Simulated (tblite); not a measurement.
Species: C₂H₆GeSSe.
Numbering: `[CH3:1][C:2](=[S:3])[Se:4][GeH3:5]` (hydrogens: H6, H7, H8 on C1; H9, H10, H11 on Ge5)

Cartesian coordinates in Å at the GFN2-xTB level; atoms count from 1:
```
atom  x, y, z in Å
C1    -2.2439   -0.0382   -0.0246
C2    -0.7738    0.0764    0.1747
S3    -0.1278    0.5611    1.5919
Se4    0.3072   -0.4059   -1.3078
Ge5    2.3441   -0.0353   -0.2058
H6    -2.7510    0.8132    0.4265
H7    -2.6051   -0.9375    0.4781
H8    -2.4966   -0.1073   -1.0825
H9     2.4823   -0.9622    0.9585
H10    3.3969   -0.3597   -1.2315
H11    2.4731    1.3981    0.1967
```

Level: GFN2-xTB in tblite, geometry and Hessian alike; calculated harmonic values, unscaled, isolated species. The method is semi-empirical: single wavenumbers can be off by several per cent or more. Modes of hydrogen on germanium can be 10 to 20 % off. One conformer, not necessarily the lowest. The optimisation stopped once no atom felt more than 0.01 eV/Å.

Lowest wavenumbers of the output (negative numbers stand for imaginary wavenumbers):
```
mode    cm-1
  1     -53.8
  2      59.8
  3     106.9
  4     227.4
  5     244.6
  6     270.3
  7     296.9
  8     379.6
```

**Question.** Is this structure a minimum?

**Answer.** Not by this Hessian. 1 mode is imaginary beyond 20i (54i cm⁻¹), so at this level the point lies at or near a first-order saddle. The curvature is small, so loose convergence or finite differences may be the whole cause.

**Question.** Which atoms move in the imaginary mode?

**Answer.** 54i: H7 (methyl hydrogen) 37 %, H6 (methyl hydrogen) 34 %, H8 (methyl hydrogen) 26 %. These are shares of the mass-weighted motion.

**Question.** What is the remedy?

**Answer.** Step along that mode in both directions, optimise again with tighter thresholds and repeat the frequencies. The zero-point energy of this point (41.1 kcal/mol) counts the 26 real modes alone, and thermal corrections from it aren't those of a minimum.
